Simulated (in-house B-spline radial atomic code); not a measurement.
Atomic self-consistent-field run: the cadmium ion Cd³⁺. Computed with a B-spline radial code for spherical atoms: non-relativistic LDA VWN5, spherical fractional occupations, point nucleus, inside a hard spherical wall at 2.12 bohr.

Command:
```bash
python run_scf.py task.json out
```
Settings:
```
Z                48
configuration    [Ar] 3d10 4s2 4p5 4d9 4f1
hamiltonian      nr
method           lda,vwn
spin_polarised   False
wall_radius      2.12
```

Output (hartree, bohr):
```
 radial grid: 41 intervals, B-splines of order 8, outer radius 2.12 bohr

 iter        energy (Eh)    residual
    1       -5450.904821    4.74e-01
    2       -5452.031693    2.49e-01
    3       -5453.131856    3.35e-02
    4       -5453.151745    6.66e-03
    5       -5453.151954    3.24e-03
    6       -5453.152138    6.05e-04
    7       -5453.152145    5.74e-06
    8       -5453.152145    1.12e-06
    9       -5453.152145    7.70e-09

 total energy                     -5453.15214
 kinetic                            5468.5640
 electron-nucleus                 -12976.3772
 Hartree                            2200.6744
 exchange-correlation               -146.0133

 orbital      occ     eigenvalue          <r>       <r^2>       <1/r>       <r^4>       r_max
 1s         2.000      -942.1327    0.0317346  0.00134712     47.4342  4.5908e-06     0.02101
 2s         2.000      -137.4334     0.137466   0.0221965     10.8059 0.000837391      0.1166
 2p         6.000      -128.2410     0.117304   0.0167415     10.8174 0.000550545     0.09128
 3s         2.000       -26.0101     0.372115    0.158165       3.857   0.0381486      0.3365
 3p         6.000       -22.2672     0.363526    0.153263       3.779   0.0375982      0.3229
 3d        10.000       -15.3077     0.335295    0.133688     3.63191    0.033254       0.266
 4s         2.000        -4.3557     0.901682    0.912265     1.51201     1.17976      0.8255
 4p         5.000        -3.1407     0.944541     1.00266     1.41807     1.42304        0.86
 4d         9.000        -1.0703      1.03458     1.19996     1.23851     2.00024      0.9534
 4f         1.000         1.2600      1.14586     1.44046     0.98873     2.76539        1.15
```

Run time, properties included: 0.07 s on 1 thread of Arm Neoverse N1 (shared host).
